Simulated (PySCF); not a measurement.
Compound: C5H10O3Si.
SMILES with atom numbers: `[CH3:1][C:2](=[O:3])[O:4][Si@@H:5]1[CH2:6][CH2:7][CH2:8][O:9]1` (hydrogens: H10, H11, H12 on C1; H13 on Si5; H14, H15 on C6; H16, H17 on C7; H18, H19 on C8)

Computed, not measured: PBE0-D3(BJ)/def2-SVP geometry optimisation, gas phase (PySCF).

List the bond lengths, angles and torsions at this level.

```tsv
bond	length (bohr)
C1–C2	2.827
C2=O3	2.289
C2–O4	2.517
O4–Si5	3.263
Si5–C6	3.540
C6–C7	2.903
C7–C8	2.896
C8–O9	2.678
Si5–O9	3.154
C1–H10, C1–H11, C1–H12	2.076
Si5–H13	2.796
C6–H14	2.076
C6–H15	2.085
C7–H16	2.084
C7–H17	2.082
C8–H18	2.092
C8–H19	2.081
```

Bonds in one row agree within 0.02 bohr and their mean is given. A selection of angles:
```tsv
angle	degrees
C1–C2–O3	125.3
C1–C2–O4	113.9
O3–C2–O4	120.8
C2–O4–Si5	113.0
O4–Si5–C6	112.9
O4–Si5–O9	105.8
C6–Si5–O9	96.4
Si5–C6–C7	101.5
C6–C7–C8	107.9
C7–C8–O9	108.7
Si5–O9–C8	111.9
```

Dihedral angles: C1–C2–O4–Si5 -178° (antiperiplanar); C2–O4–Si5–C6 -71° (synclinal); O4–Si5–C6–C7 -123° (anticlinal); Si5–C6–C7–C8 31° (synclinal); C6–C7–C8–O9 -40° (synclinal); C7–C8–O9–Si5 30°; O4–Si5–O9–C8 106° (anticlinal).

O4 (oxygen singly bound to a carbonyl carbon) is bent (angle 113.0°). Of the pairs four or more bonds apart, O3···C6 is among the closest relative to their van der Waals radii: 3.22 Å, 100 % of the sum of Bondi's values. The 2 O–Si bonds span 1.669 Å (Si5–O9, drawn single) to 1.727 Å (O4–Si5, drawn single), a spread of 0.058 Å. Si5 (oxygen-bound silicon) has angles from 96.4° to 122.5°. The C–C distances run from 1.496 Å (C1–C2, drawn single) to 1.536 Å (C6–C7, drawn single), a spread of 0.040 Å. The 5-membered ring Si5–C6–C7–C8–O9 has internal angles of 96.4° to 111.9°; it is puckered, 0.16 Å rms from its mean plane, widest ring torsion 40°. The 3 C–O bonds span 1.211 Å (C2=O3, drawn double) to 1.417 Å (C8–O9, drawn single), a spread of 0.206 Å.

Point group: C1 (no symmetry element, even within 0.4 Å). Whether it is a minimum is left open (no frequencies). The numbers are those of one conformer.

The run took 4.1 min of wall time on one thread of an Arm Neoverse V1, on a shared host, and the process peaked at 0.76 GiB of memory. These figures are those of the optimisation.
